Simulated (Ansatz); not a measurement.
**Two structures, one formula**

The two ends of one reaction step of Si3N3H13, singlet (PBE0-D4/def2-TZVP).

A:

```
19
angstrom
Si -1.0534 1.8250 -0.6368
N 0.4271 1.7077 0.2488
N -1.0948 3.1078 -1.7676
H 0.5558 -0.3714 0.5477
N 0.6233 -1.3890 0.6073
Si 0.6801 -2.0372 2.1971
Si 0.4906 -2.2143 -0.8947
H -1.2529 0.6084 -1.4645
H -2.0793 1.8999 0.4392
H 0.4627 2.1064 1.1742
H 1.3012 1.8594 -0.2335
H -1.4582 2.9595 -2.6937
H -1.1196 4.0783 -1.5034
H 1.7067 -1.3324 3.0153
H -0.6115 -1.9191 2.9343
H 1.0260 -3.4790 2.0983
H 1.0832 -3.5696 -0.7462
H -0.9116 -2.3826 -1.3747
H 1.2245 -1.4580 -1.9470
```

B:

Si1  (-1.691, 0.288, -0.057)
N2  (1.693, 1.992, 0.045)
N3  (-1.076, 1.442, -1.142)
H4  (1.574, 1.683, 1.003)
N5  (-0.495, -0.956, 0.171)
Si6  (0.004, -1.357, 1.777)
Si7  (0.276, -1.616, -1.236)
H8  (-2.953, -0.233, -0.647)
H9  (-1.976, 0.755, 1.335)
H10  (2.312, 2.793, 0.063)
H11  (2.174, 1.248, -0.447)
H12  (-1.672, 1.948, -1.774)
H13  (-0.212, 1.924, -0.909)
H14  (0.570, -0.169, 2.480)
H15  (-1.116, -1.874, 2.605)
H16  (1.067, -2.393, 1.692)
H17  (0.669, -3.025, -0.965)
H18  (-0.663, -1.576, -2.384)
H19  (1.515, -0.874, -1.609)
(Å)

Computed with Ansatz 0.2.0 (basis: def2-TZVPP); correlated methods freeze the cores. B3LYP uses VWN-RPA correlation.

(1) Which structure is lower at CCSD(T), and by how much? (An estimate is asked for; the value comes from the calculation.)

The T1 diagnostic stays at or below 0.011.

Answers

(1) By the calculation: B, by 24.3 kJ/mol (electronic energy, against the other). By their contacts, A is a complex of SiN₂H₆ ([NH2][SiH2][NH2]) + Si₂NH₇ ([SiH3][NH][SiH3]) and B is a complex of Si₃N₂H₁₀ ([NH2][SiH2][N]([SiH3])[SiH3]) + NH₃.

All methods give the same order:

```json
{"method": "SPW92", "E(B) − E(A) (kJ/mol)": "-21.8"}
{"method": "PBE-D4", "E(B) − E(A) (kJ/mol)": "-22.8"}
{"method": "BLYP-D4", "E(B) − E(A) (kJ/mol)": "-21.8"}
{"method": "r2SCAN-D4", "E(B) − E(A) (kJ/mol)": "-21.7"}
{"method": "B97M-V", "E(B) − E(A) (kJ/mol)": "-23.0"}
{"method": "PBE0-D4", "E(B) − E(A) (kJ/mol)": "-22.8"}
{"method": "B3LYP-D4", "E(B) − E(A) (kJ/mol)": "-21.4"}
{"method": "r2SCAN0-D4", "E(B) − E(A) (kJ/mol)": "-21.8"}
{"method": "BHLYP-D4", "E(B) − E(A) (kJ/mol)": "-23.0"}
{"method": "CAM-B3LYP-D4", "E(B) − E(A) (kJ/mol)": "-17.5"}
{"method": "wB97X-V", "E(B) − E(A) (kJ/mol)": "-20.8"}
{"method": "wB97M-V", "E(B) − E(A) (kJ/mol)": "-22.5"}
{"method": "B2PLYP", "E(B) − E(A) (kJ/mol)": "-14.9"}
{"method": "PBE-QIDH", "E(B) − E(A) (kJ/mol)": "-21.3"}
{"method": "RPA on PBE", "E(B) − E(A) (kJ/mol)": "-24.2"}
{"method": "HF", "E(B) − E(A) (kJ/mol)": "-7.5"}
{"method": "MP2", "E(B) − E(A) (kJ/mol)": "-25.4"}
{"method": "CCSD", "E(B) − E(A) (kJ/mol)": "-21.4"}
{"method": "CCSD(T)", "E(B) − E(A) (kJ/mol)": "-24.3"}
```

Labels in which every atom is bracketed show which atoms are joined, not bond orders.

For scale, one of the runs: CCSD(T)/def2-TZVPP, 401 basis functions, launched by `ansatz run in.yaml --threads 4 --pin off --events-out ev --progress --plain --max-ram 66560MiB --backend cuda --devices 0, --max-vram 37GiB`. The run took 20 s on 4 CPU threads of an AMD EPYC 7R13 and a share of one NVIDIA H100 (shared host), with 0.86 GiB of host memory at its peak.
